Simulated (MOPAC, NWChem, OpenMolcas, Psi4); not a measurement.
**How methods differ on HBr (hydrogen bromide)**

HBr, singlet, SMILES `Br`. Each level relaxes the structure for itself.

Quantity: the harmonic wavenumber, in cm⁻¹. The values are calculated.

**What was measured.** Huber and Herzberg, Constants of Diatomic Molecules gives the harmonic wavenumber of the gas as 2649 cm⁻¹.

```json
{"level": "AM1", "kind": "semi-empirical", "program": "MOPAC", "value (cm⁻¹)": "2438", "computed − measured": "-211"}
{"level": "MNDO", "kind": "semi-empirical", "program": "MOPAC", "value (cm⁻¹)": "2771", "computed − measured": "+122"}
{"level": "PM6", "kind": "semi-empirical", "program": "MOPAC", "value (cm⁻¹)": "2542", "computed − measured": "-107"}
{"level": "PM6-D3", "kind": "semi-empirical", "program": "MOPAC", "value (cm⁻¹)": "2542", "computed − measured": "-107"}
{"level": "HF/3-21G", "kind": "Hartree–Fock", "program": "OpenMolcas", "value (cm⁻¹)": "2430", "computed − measured": "-219"}
{"level": "HF/6-31G* (Cartesian functions)", "kind": "Hartree–Fock", "program": "OpenMolcas", "value (cm⁻¹)": "2818", "computed − measured": "+169"}
{"level": "HF/cc-pVTZ", "kind": "Hartree–Fock", "program": "OpenMolcas", "value (cm⁻¹)": "2789", "computed − measured": "+140"}
{"level": "r2SCAN-D4/def2-SVP (density fitting)", "kind": "meta-GGA", "program": "Psi4", "value (cm⁻¹)": "2653", "computed − measured": "+4"}
{"level": "B3LYP/6-31G*/LANL2DZ (core potential, spherical functions)", "kind": "global hybrid", "program": "NWChem", "value (cm⁻¹)": "2390", "computed − measured": "-259"}
{"level": "PBE0-D3(BJ)/def2-SVP", "kind": "global hybrid", "program": "NWChem", "value (cm⁻¹)": "2693", "computed − measured": "+44"}
```

Nearest: r2SCAN-D4/def2-SVP (density fitting) (+4 cm⁻¹); farthest: B3LYP/6-31G*/LANL2DZ (core potential, spherical functions) (-259 cm⁻¹). Computed less measured by kind, in cm⁻¹ (def2-SVP rows): semi-empirical -211 to +122; meta-GGA +4; global hybrid +44. All-electron rows without a relativistic Hamiltonian named are non-relativistic, while core potentials hold scalar relativity, so basis and relativity change together. Harmonic and unscaled.
